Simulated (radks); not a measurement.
Coulomb parameter of the 3d shell of the manganese ion Mn3+ in the model configuration [Ar] 3d2.5 4s1.5, as a second difference U = [E(n + 0.5) + E(n - 0.5) - 2 E(n)] / (0.5)^2 with all orbitals relaxed. "Bare": the charge of the atom changes with n. "Screened": the 4s shell takes up the change at fixed total charge, which measures U(3d,3d) + U(4s,4s) - 2 U(3d,4s). Method: Dirac Kohn-Sham, BLYP, spin-unpolarised, spherical densities, finite nucleus; open shells are shared between the two j in proportion to 2j + 1; Fermi nuclear charge, rms radius 3.7057 fm; computed with a radial shooting solver on a logarithmic mesh with Libxc functionals.

[
 {"case": "start", "configuration": "[Ar] 3d2.5 4s1.5", "E - E(n) (eV)": "0.000"},
 {"case": "bare +0.5", "configuration": "[Ar] 3d3 4s1.5", "E - E(n) (eV)": "-23.620"},
 {"case": "bare -0.5", "configuration": "[Ar] 3d2 4s1.5", "E - E(n) (eV)": "28.614"},
 {"case": "screened +0.5", "configuration": "[Ar] 3d3 4s1", "E - E(n) (eV)": "-8.311"},
 {"case": "screened -0.5", "configuration": "[Ar] 3d2 4s2", "E - E(n) (eV)": "9.654"}
]

U(bare) = 19.978 eV, U(screened by 4s) = 5.374 eV.
